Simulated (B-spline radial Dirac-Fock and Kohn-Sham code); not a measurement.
Satellites and hypersatellites of the K lines of Se²⁻

System: Se²⁻ in the configuration [Ar] 3d10 4s2 4p6, inside a Watson sphere of charge +2 and radius 1.683 Å (a model of the Madelung potential; inside it an electron's potential energy is lowered by 17.1 eV).

Method: Dirac-Fock (average of configuration) total-energy differences with a finite nucleus, the Breit interaction including its frequency dependence, and self-energy and vacuum-polarisation corrections. Computed with a B-spline atomic structure program. Each two-hole energy is an average over J within one jj subconfiguration, not an observable level; in light atoms, where LS coupling holds, the j-resolved values are not observed lines, and for a K spectator the Kα1 hypersatellite is nearly forbidden. Electron correlation is not included.

Lines without a spectator: Kα2 (K-L2) 11180.2 eV, Kα1 (K-L3) 11221.2 eV, Kβ3 (K-M2) 12485.9 eV, Kβ1 (K-M3) 12491.8 eV. Shifts in eV with one spectator hole (a dash: not computed, or left out as unreliable):

| spectator hole | Kα2 | Kα1 | Kβ3 | Kβ1 |
| --- | --- | --- | --- | --- |
| L2 (2p1/2) | +36.0 | +44.3 | – | +96.9 |
| L3 (2p3/2) | +39.3 | +38.1 | +91.5 | – |
| M2 (3p1/2) | – | +3.25 | +7.24 | +9.50 |
| M3 (3p3/2) | +2.74 | – | +8.61 | +8.08 |
| M4 (3d3/2) | -0.50 | -1.78 | – | – |
| M5 (3d5/2) | -1.91 | -1.07 | – | – |

Problem. Where does the K-L3 hypersatellite lie, emitted when both K electrons are missing?

Solution. +371.2 eV from the normal line, at 11592.4 eV. Removing both K electrons costs 25811.1 eV, which is 490.6 eV more than twice the K binding energy.

With n spectator holes in 2p, averaged over the 2p shell (energies in eV):

```
n     KαLⁿ   step  hypersatellite KαʰLⁿ
0  11207.5      –               11577.0
1  11247.5  +40.0               11618.1
2  11288.4  +41.0               11660.3
3  11330.5  +42.0               11703.5
4  11373.6  +43.1               11747.9
5  11417.8  +44.2               11793.3
```
